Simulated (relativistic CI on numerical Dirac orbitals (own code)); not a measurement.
Spin-allowed bands of a d2 ion in a tetrahedral site, by hand

Problem. A d2 ion in a tetrahedral site has a 3A2 ground term and spin-allowed bands at ν1 = 9150 and ν2 = 13125 cm⁻¹ (from a computed ligand-field model). Find Δ and the Racah parameter B, and predict the third band.

Working.
1. The F term splits into A2 (−1.2Δ), T2 (−0.2Δ) and T1 (+0.6Δ), so ν1 = E(T2) − E(A2) = Δ = 9150 cm⁻¹.
2. T1(F) mixes with T1(P), which lies at 15B, through an element 0.4Δ. The two roots, counted from A2, are ν2,3 = ½(15B + 3Δ) ∓ ½√[(15B − Δ)² + 12BΔ].
3. Solving the lower root for B gives B = (2ν1² + ν2² − 3ν1ν2)/(15ν2 − 27ν1) = -20570625/-50175 = 410 cm⁻¹.
4. The sum of the roots is 15B + 3Δ, so ν3 = 15B + 3ν1 − ν2 = 20475 cm⁻¹ (488 nm).

Check. The bands were computed by exact diagonalisation of the d2 shell with B = 410 and Δ = 9150 cm⁻¹, which gives ν3 = 20475 cm⁻¹. C does not enter the terms of highest spin.
